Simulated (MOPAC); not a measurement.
Input for MOPAC: PM6 on MoO, 2S+1 = 5, a spin state set in the input, which need not be the lowest, a point of a bond scan (R = 1.564 Å).

```
PM6 1SCF PRECISE CHARGE=0 UHF MS=2 THREADS=1
MoO

Mo     0.00000000 1     0.00000000 1     0.00000000 1
O      0.00000000 1     0.00000000 1     1.56372700 1
```

Output:

```
*******************************************************************************
 **                                                                           **
 **                              MOPAC v23.2.5                                **
 **                                                                           **
 *******************************************************************************
 ** MOPAC's Digital Object Identifier: https://doi.org/10.5281/zenodo.6511958 **
 **                                                                           **
 ** Please cite the open-source release paper for use of this MOPAC version:  **
 ** J. E. Moussa and J. J. P. Stewart (2026)                                  **
 ** MOPAC: An open-source semiempirical molecular orbital program             **
 ** J. Open Source Softw., 11(119), 8025, https://doi.org/10.21105/joss.08025 **
 *******************************************************************************

                              PM6 CALCULATION RESULTS

 *******************************************************************************
 *  PM6        - The PM6 Hamiltonian to be used
 *  UHF        - UNRESTRICTED HARTREE-FOCK CALCULATION
 *
 *
 *
 *                 CHARGE ON SYSTEM = 0
 *
 *
 *
 *  MS=        - IN MECI, MAGNETIC COMPONENT OF SPIN =  2.0
 *  PRECISE    - TIGHTER CRITERIA TO BE USED
 *  1SCF       - DO 1 SCF AND THEN STOP
 *  THREADS=1  - MULTI-THREADING NOT USED
 *  T=         - A TIME OF 172800.0 SECONDS REQUESTED
 *  DUMP=N     - RESTART FILE WRITTEN EVERY 7200.0 SECONDS REQUESTED
 *******************************************************************************
PM6 1SCF PRECISE CHARGE=0 UHF MS=2 THREADS=1
 MoO

   ATOM   CHEMICAL          X               Y               Z
  NUMBER   SYMBOL      (ANGSTROMS)     (ANGSTROMS)     (ANGSTROMS)

     1      Mo          0.00000000  *   0.00000000  *   0.00000000  *
     2       O          0.00000000  *   0.00000000  *   1.56372700  *



          CARTESIAN COORDINATES

    NO.       ATOM           X           Y           Z

     1        Mo          0.0000      0.0000      0.0000
     2         O          0.0000      0.0000      1.5637

 General Reference for PM6:
 "Optimization of Parameters for Semiempirical Methods V: Modification of NDDO Approximations
 and Application to 70 Elements", J. J. P. Stewart, J. Mol. Mod., 13, 1173-1213 (2007)
 URL: https://link.springer.com/article/10.1007/s00894-007-0233-4

           Empirical Formula: O Mo  =     2 atoms



      MOLECULAR POINT GROUP   :   C*v


          UHF CALCULATION, NO. OF ALPHA ELECTRONS =    8
                           NO. OF BETA  ELECTRONS =    4

 -------------------------------------------------------------------------------
 PM6 1SCF PRECISE CHARGE=0 UHF MS=2 THREADS=1
 MoO



     1SCF WAS SPECIFIED, SO BFGS WAS NOT USED
     SCF FIELD WAS ACHIEVED


                              PM6 CALCULATION
                                                       MOPAC v23.2.5 Linux




          FINAL HEAT OF FORMATION =         85.58179 KCAL/MOL =     358.07422 KJ/MOL


          COSMO AREA              =         86.41 SQUARE ANGSTROMS
          COSMO VOLUME            =         74.62 CUBIC ANGSTROMS

          IONIZATION POTENTIAL    =          5.763681 EV
          ALPHA SOMO LUMO (EV)    =         -5.764  1.207
          BETA  SOMO LUMO (EV)    =        -11.195  2.003
          NO. OF ALPHA ELECTRONS  =          8
          NO. OF BETA  ELECTRONS  =          4
          MOLECULAR WEIGHT        =        111.9394         POINT GROUP:  C*v

          MOLECULAR DIMENSIONS (Angstroms)

            Atom       Atom       Distance
            O     2   Mo     1     1.56373
            O     2   Mo     1     0.00000
           Mo     1    O     2     0.00000


          SCF CALCULATIONS        =          1





   ATOM   CHEMICAL          X               Y               Z
  NUMBER   SYMBOL      (ANGSTROMS)     (ANGSTROMS)     (ANGSTROMS)

     1      Mo          0.00000000  *   0.00000000  *   0.00000000  *
     2       O          0.00000000  *   0.00000000  *   1.56372700  *

                             CARTESIAN COORDINATES

   1   Mo        0.000000000     0.000000000     0.000000000
   2    O        0.000000000     0.000000000     1.563727000


           Empirical Formula: O Mo  =     2 atoms



      MOLECULAR POINT GROUP   :   C*v


          ALPHA EIGENVALUES
 -28.18145 -15.57506 -14.75506 -11.97307 -10.05464 -10.04403  -7.97824  -5.76368
   1.20670   1.97132   3.68375   4.02678   7.37415


           BETA EIGENVALUES
 -27.60406 -14.31604 -13.63453 -11.19451   2.00316   2.66332   2.84120   3.03759
   3.09064   3.91688   6.37137   6.82294   8.22231


              NET ATOMIC CHARGES AND DIPOLE CONTRIBUTIONS

  ATOM NO.   TYPE          CHARGE      No. of ELECS.   s-Pop       p-Pop       d-Pop
    1         Mo           0.431579        5.5684     0.81464     0.45261     4.30118
    2          O          -0.431579        6.4316     1.66389     4.76769
 DIPOLE           X         Y         Z       TOTAL
 POINT-CHG.     0.000     0.000    -3.242     3.242
 HYBRID         0.000    -0.000    -1.163     1.163
 SUM            0.000    -0.000    -4.404     4.404


          ATOMIC ORBITAL ELECTRON POPULATIONS

     Atom    s        px        py        pz      x^2-y^2     xz        z^2       yz        xy
    1 Mo   0.81464   0.33932   0.01662   0.09667   0.99463   1.08665   0.60942   0.61048   1.00000
    2  O   1.66389   1.57403   1.37290   1.82076


                    (SZ)    =    2.000000
                    (S**2)  =    6.007379


          ATOMIC ORBITAL SPIN POPULATIONS

    Atom   Total    s     px     py     pz   x^2-y^2  xz     z^2    yz     xy
         Atomic
    1 Mo  3.8977  0.775  0.323  0.003  0.011  0.994  0.542  0.181  0.068  1.000
    2  O  0.1023  0.005  0.135 -0.071  0.034

 **********************
 *                    *
 * JOB ENDED NORMALLY *
 *                    *
 **********************




 == MOPAC DONE ==
```

The run finished.

Cost: roughly 0.020 core-seconds.
